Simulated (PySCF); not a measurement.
CH3AlF2, SMILES [CH3][Al]([F])[F] (connectivity only; charge and spin as stated), charge -1, multiplicity 2. Coordinates come from a PBE-D3(BJ)/def2-SVPD optimisation. The spin state was assumed, not searched. The isomer is the one that the SMILES or the coordinates give; other isomers of the formula were not compared.

Level of theory: PBE-D3(BJ)/def2-SVPD in PySCF.

Harmonic wavenumbers (cm⁻¹): 106, 156, 198, 239, 517, 597, 601, 641, 695, 1093, 1357, 1365, 2911, 3006, 3028. Rotational constants (GHz): 5.773, 5.370, 3.090; symmetry number 1.

**Question.** Work out the zero-point energy and the ideal-gas rigid-rotor harmonic-oscillator thermochemistry at 298.15 K and 1 atm.

**Answer.** ZPE = ½ Σ hcν = ½ × 16508 cm⁻¹ = 23.60 kcal/mol. H − E(el) = 28.01 kcal/mol. Entropy in cal/(mol K): translation 39.05, rotation 25.62, vibration 12.23, spin 1.38, total 78.28. G − E(el) = 4.67 kcal/mol. Cp = 21.01 cal/(mol K). Modes under 150 cm⁻¹ make the vibrational entropy uncertain.
